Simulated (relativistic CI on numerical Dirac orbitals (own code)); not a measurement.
Te XXIV: sensitivity of the levels to the model

Base calculation: Dirac-Coulomb-Breit CI, orbitals from a KLI potential per configuration, model QED (radiative potential, 1s self-energy scaled to tabulated hydrogen-like ionisation energies), unscaled Slater integrals.

Configurations in the expansion (outside the closed core [Ar]): 3d¹⁰4s, 3d¹⁰4p, 3d¹⁰4d, 3d¹⁰4f, 3d¹⁰5s, 3d¹⁰5p, 3d¹⁰5d, 3d¹⁰5f, 3d¹⁰5g, 3d¹⁰6s, 3d⁹4p², 3d¹⁰6p, 3d¹⁰6d, 3d⁹4s², 3d⁸4s4p², 3d¹⁰6f. Levels of other configurations are missing.

Variants: (1) QED terms removed. Shifts of the energy above 3d¹⁰4s ²S1/2, in eV, for the lowest level and the first level of each name with at least 55 % of one term (blank where a level changes its place among those of its configuration and J or its character, or is not in the variant):

| Level | Base | Δ(1) |
| --- | --- | --- |
| 3d¹⁰4s ²S1/2 | 0.000 | 0.000 |
| 3d¹⁰4p ²P°1/2 | 48.965 | +0.290 |
| 3d¹⁰4p ²P°3/2 | 63.614 | +0.264 |
| 3d¹⁰4d ²D3/2 | 143.178 | +0.297 |
| 3d¹⁰4d ²D5/2 | 146.017 | +0.288 |
| 3d¹⁰4f ²F°5/2 | 230.182 | +0.288 |
| 3d¹⁰4f ²F°7/2 | 230.519 | +0.286 |
| 3d¹⁰5s ²S1/2 | 312.780 | +0.156 |
| 3d¹⁰5p ²P°1/2 | 335.449 | +0.285 |
| 3d¹⁰5p ²P°3/2 | 341.994 | +0.273 |
| 3d¹⁰5d ²D3/2 | 378.459 | +0.288 |
| 3d¹⁰5d ²D5/2 | 379.782 | +0.284 |
| 3d¹⁰5f ²F°5/2 | 416.436 | +0.285 |
| 3d¹⁰5f ²F°7/2 | 416.669 | +0.283 |

At this charge energies of transitions that change n are usually good to better than 1 %, and those within a shell (Δn = 0) to a few per cent.

Ionisation energy from the two ground configurations alone: base 744.617 eV; QED terms removed 744.9 eV. The NIST ASD value (semi-empirical) is 746.12 eV.

LS names give the leading component of a level, which can be under half, so a name can repeat, a term be missing and a line seem to break the LS rules.
